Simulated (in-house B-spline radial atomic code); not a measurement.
RPA and G0W0 on HSE06: neutral cadmium

Configuration [Kr] 4d10 5s2, mean-field start HSE06. Computed with an all-electron radial atomic-structure program (B-spline basis): all electrons, non-relativistic, point nucleus, each spin shell either full or empty, empty states to l = 9 with an (l + 1/2)⁻⁴ tail; G0W0 by contour deformation at full frequency.

Without relativity these are model numbers: it shifts the levels of so heavy an element strongly and can reorder them.

Command:
```bash
python run_gw.py task.json out
```
Settings (radii: box in bohr, nucleus in fm):
```
Z                        48
electrons                48
configuration            [Kr] 4d10 5s2
hamiltonian              nr
method                   hse06
lmax                     9
spin_polarised           False
box_radius               40
intervals                57
ion_configuration        [Kr] 4d10 5s1
```

Time taken, with all properties: 12 s on 1 thread of Arm Neoverse N1, with other jobs on the host.

Energies (hartree):

```json
{"term": "mean-field total", "value": "-5467.10863"}
{"term": "Hartree-Fock functional on these orbitals", "value": "-5465.11214"}
{"term": "direct second order", "value": "-4.1921"}
{"term": "second-order exchange", "value": "1.1573"}
{"term": "SOSEX correction", "value": "1.0576"}
```

Problem. What is the RPA correlation energy, and what remains with SOSEX?

Solution. RPA gives -3.61 hartree (-2.05 eV per electron); RPA + SOSEX gives -2.5524, and the second-order doubles -3.0348 hartree (no singles). SOSEX takes back 29 % of the RPA value.

Quasi-particle levels (eV):

```tsv
level	occupied	mean field	Σx - vxc	Σc	QP weight	G0W0
5s	yes	-5.632	-1.50	?	?	?
5p	no	-1.102	2.48	-0.93	0.917	0.446
```

G0W0 = mean field + (Σx - vxc) + Σc, with Σc (partial-wave tail included) taken at the quasi-particle energy. Only the outer levels were computed. Levels of low weight are left out. An empty level above zero is unbound and depends on the box.

Problem. Where does G0W0 put 5s?

Solution. At -8.502 eV, with Σc = -1.37 eV and a quasi-particle weight of 0.852. The tabulated removal energy is 8.994 eV (NIST, measured); the calculation leaves out relativity, Breit and QED terms, and what these don't explain is the method's own error.

Problem. What does it cost to remove one electron (to [Kr] 4d10 5s1) by differences of total energies, each species on its own start (correlation terms add to the Hartree-Fock functional)?

Solution. HSE06 8.294 eV, Hartree-Fock functional 6.824 eV, + RPA 8.733 eV, + RPA + SOSEX 8.281 eV, + second order 9.607 eV. Tabulated: 8.994 eV (NIST, measured); the calculation leaves out relativity, Breit and QED terms, and what these don't explain is the method's own error.
